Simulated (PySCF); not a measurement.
MgBr2, SMILES [Br][Mg][Br].

Geometry optimised at B3LYP-D3(BJ)/def2-TZVP.

Level of theory: B3LYP-D3(BJ)/def2-TZVP (PySCF 2.14.0).

Frequencies are harmonic and unscaled.

Modes within 1.5 cm⁻¹ of each other (mostly degenerate sets) share a row, with their intensities summed.

Computed harmonic wavenumbers and intensities:
```tsv
mode	ν (cm⁻¹)	IR (km/mol)	moving atoms (share of kinetic energy)
1–2	92	67.8	Mg 87 %, Br 13 %
3	194	0.0	Br 100 %
4	521	130.7	Mg 87 %, Br 13 %
```
